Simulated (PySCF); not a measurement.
Species: C4H11AsGe.
Numbering: `[CH2:1]=[CH:2][Ge@@H:3]([CH3:4])[AsH:5][CH3:6]` (hydrogens: H7, H8 on C1; H9 on C2; H10 on Ge3; H11, H12, H13 on C4; H14 on As5; H15, H16, H17 on C6)

Method: PySCF 2.14.0, PBE0-D3(BJ)/def2-SVP geometry optimisation, gas phase; density fitting, grid level 1; the optimiser is geomeTRIC in internal coordinates, started from a GFN2-xTB structure with every atom displaced at random (about 0.01 Å).

At the end of the run (lengths in Å): C1–H8 1.097, As5–H14 1.529, C4–H12 1.100, C4–H13 1.100, C4–H11 1.100, C2–H9 1.098, C6–H15 1.100, C2–Ge3–As5 106.3°, C4–Ge3–As5 110.8°, C2–Ge3–C4 111.1°, C1–C2–Ge3 123.7°, C1–C2–Ge3–C4 131°, C2–Ge3–As5–C6 70°, H9–C2–Ge3–C4 -51°, H10–Ge3–C4–H11 59°.

Question: These geometries were met on the way; a selection of coordinates is given. Order them by energy above the end point, lowest first.
A. C1–H8 1.056, As5–H14 1.495, C4–H12 1.069, C4–H13 1.125, C4–H11 1.125, C2–H9 1.074, C6–H15 1.078, C2–Ge3–As5 111.4°, C4–Ge3–As5 111.9°, C2–Ge3–C4 109.8°, C1–C2–Ge3 123.3°, C1–C2–Ge3–C4 129°, C2–Ge3–As5–C6 72°, H9–C2–Ge3–C4 -54°, H10–Ge3–C4–H11 55°
B. C1–H8 1.095, As5–H14 1.525, C4–H12 1.098, C4–H13 1.103, C4–H11 1.099, C2–H9 1.098, C6–H15 1.099, C2–Ge3–As5 107.4°, C4–Ge3–As5 109.1°, C2–Ge3–C4 110.5°, C1–C2–Ge3 122.9°, C1–C2–Ge3–C4 134°, C2–Ge3–As5–C6 70°, H9–C2–Ge3–C4 -48°, H10–Ge3–C4–H11 60°
C. C1–H8 1.103, As5–H14 1.543, C4–H12 1.106, C4–H13 1.092, C4–H11 1.101, C2–H9 1.101, C6–H15 1.102, C2–Ge3–As5 108.0°, C4–Ge3–As5 107.8°, C2–Ge3–C4 110.0°, C1–C2–Ge3 122.6°, C1–C2–Ge3–C4 135°, C2–Ge3–As5–C6 71°, H9–C2–Ge3–C4 -46°, H10–Ge3–C4–H11 60°

Answer: B (0.003 eV), C (0.018 eV), A (0.147 eV).

| step | E above end (eV) | rms distance from the end, all atoms (Å) | largest force (eV/Å) | rms shift of all bonds from the end (Å) |
| --- | --- | --- | --- | --- |
| 3 | 0.003 | 0.044 | 0.118 | 0.002 |
| 1 | 0.018 | 0.076 | 0.349 | 0.005 |
| 0 | 0.147 | 0.106 | 2.037 | 0.021 |

Rows stand in the order of the answer.
